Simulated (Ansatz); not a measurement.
Consider the hydrogenolysis of the Si–O bond: `[AlH2][O][SiH2]S` + H₂ → `[SiH3]S` + `[OH][AlH2]`.

Calculated with Ansatz (gas phase, PBE0-D4/def2-TZVP geometries, no zero-point term in ΔE). CBS: MP2 limit from def2 TZ/QZ plus the TZ coupled-cluster correction, frozen cores. This one scheme is used for every species. Functionals use def2-TZVPP. One conformer a species, not always the lowest.

```
    level  ΔE (kcal/mol)
  r2SCANh           24.6
CAM-B3LYP           23.4
```

Problem. What does CCSD(T)/CBS give? (An estimate is asked.)

Solution. Computed: +25.0 kcal/mol. The listed levels differ from it by -0.4, -1.6 kcal/mol.

Largest T1 diagnostic among the species: 0.012.

From BLYP to BHLYP (50 % exact exchange), in def2-TZVPP and without D4, ΔE moves by +2.1 kcal/mol. Leaving LDA and LC-ωPBE aside and taking each functional with its dispersion term where it has one, the values, not all of them listed here, spread over 3.8 kcal/mol, from PBE-D4 to BHLYP-D4. LDA lies +1.6 kcal/mol from PBE without D4. At CCSD(T), def2-SVP lies −3.4 kcal/mol from the extrapolated value and def2-TZVPP −0.6 kcal/mol.
